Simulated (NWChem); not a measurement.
Species: ZrNH2SCl; SMILES [NH2][Zr](=[S])[Cl]

```xyz
6

Zr    -0.2056     0.0689     0.2342
S      1.1152     1.7912    -0.1732
Cl     0.5890    -2.1446    -0.1621
N     -2.0643     0.5334    -0.3701
H     -2.8201    -0.1340    -0.5270
H     -2.3605     1.4422    -0.7229
```
Atoms are numbered in this order, from 1.

Computed with NWChem. All runs use the structure optimised with PBE0/def2-SVP. def2 effective core potentials on Zr; no spin-orbit coupling. Level MN15/def2-SVP: energy and gradient on several grids; changes count from the extra-fine grid, which is no exact limit either.

Q: Which is the coarsest grid (xfine; xcoarse; coarse; fine; medium) from which on the energy stays within 50 μHa and each gradient component within 100 μHa/bohr of xfine?

A: medium.
```json
[
 {"grid": "xcoarse", "size of the energy change (μHa)": "10000", "largest change of a gradient component (μHa/bohr)": "3000", "time, medium = 1 (rough)": "about 1"},
 {"grid": "coarse", "size of the energy change (μHa)": "100", "largest change of a gradient component (μHa/bohr)": "500", "time, medium = 1 (rough)": "about 1"},
 {"grid": "medium", "size of the energy change (μHa)": "< 10", "largest change of a gradient component (μHa/bohr)": "< 30", "time, medium = 1 (rough)": "about 1"},
 {"grid": "fine", "size of the energy change (μHa)": "< 10", "largest change of a gradient component (μHa/bohr)": "< 30", "time, medium = 1 (rough)": "about 1"},
 {"grid": "xfine", "size of the energy change (μHa)": "< 10", "largest change of a gradient component (μHa/bohr)": "< 30", "time, medium = 1 (rough)": "2"}
]
```
